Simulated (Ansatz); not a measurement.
`C[SiH2][TeH]` + `CSS` → `C[SiH2]SSC` + H₂Te at 400 K and 1 bar (ligand exchange at the Si–Te bond).

Computed with Ansatz on PBE0-D4/def2-TZVP structures; ΔE is electronic, products minus reactants. CCSD(T)/CBS is the MP2 limit (def2-TZVPP, def2-QZVPP) plus CCSD(T) − MP2 in def2-TZVPP, frozen cores. def2 core potentials past Kr. For Te outer-core shells are correlated without core-valence functions, which leaves a few kJ/mol of doubt a bond. Each species was taken in one conformer, which may not be the lowest.

| species | CCSD(T)/CBS energy (Eh) | H − E (kJ/mol) | S (J/(mol·K)) |
| --- | --- | --- | --- |
| `C[SiH2][TeH]` | -598.49179 | 188.2 | 365.0 |
| `CSS` | -836.00794 | 149.0 | 316.6 |
| `C[SiH2]SSC` | -1165.58998 | 288.8 | 427.1 |
| H₂Te | -268.91024 | 45.0 | 239.1 |

H − E and S are ideal-gas, rigid-rotor, harmonic terms from PBE0-D4/def2-TZVP, for one conformer and one mirror image of each species. 1 Eh = 2625.50 kJ/mol, R = 8.31446 J/(mol·K).

Question: By hand: ΔE, ΔH, ΔS and ΔG.

Answer: ΔE = (-1165.58998) + (-268.91024) − (-598.49179) − (-836.00794) = -0.00049 Eh = -1.3 kJ/mol. Δ(H − E) = 288.8 + 45.0 − 188.2 − 149.0 = -3.4, so ΔH = -4.7 kJ/mol. ΔS = 427.1 + 239.1 − 365.0 − 316.6 = -15.4 J/(mol·K). ΔG = -4.7 − 400 × (-15.4)/1000 = 1.5 kJ/mol.

Question: By hand: the equilibrium constant, and the temperature at which ΔG would vanish if ΔH and ΔS stayed fixed.

Answer: log₁₀ K = −ΔG/(RT ln 10) = -0.2. ΔG = 0 at ΔH/ΔS = 305 K, though so small a ΔH makes that figure unsure.

TΔS isn't small against ΔH here. The sign of ΔG lies within the doubt. A doubt of 5 kJ/mol in ΔE shifts log₁₀ K by 0.7 here. Other conformers and mirror images would add mixing entropy, several J/(mol·K) or more a flexible species. These are equilibria of isolated gas molecules and say nothing of rates. Largest T1 diagnostic: 0.011 (customary marks: 0.02 for closed shells, 0.045 for open ones).
